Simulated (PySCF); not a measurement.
## Electron correlation in Co⁺ (cobalt, charge +1)

[Ar] 3d7 4p1, one real determinant (an excited configuration). All numbers are calculated (PySCF 2.14, the non-relativistic Hamiltonian (point nucleus), in aug-cc-pVDZ (7s6p4d2f, 59 functions)). Frozen: [Ar]; 8 electrons correlated.

```tsv
level	correlation energy (mhartree)
CCSD	-166.69
(T)	-3.26
CCSD(T)	-169.95
```

Diagnostics: T1 = 0.013, D1 = 0.0331, largest double amplitude 0.031.

The real determinant used has ⟨L²⟩ near 14 against 20 for a pure G term, so it mixes terms.

Cost of the coupled-cluster step: of the order of 6 core-seconds, for 8 correlated electrons.

The reference is one real determinant that mixes LS terms of this configuration.
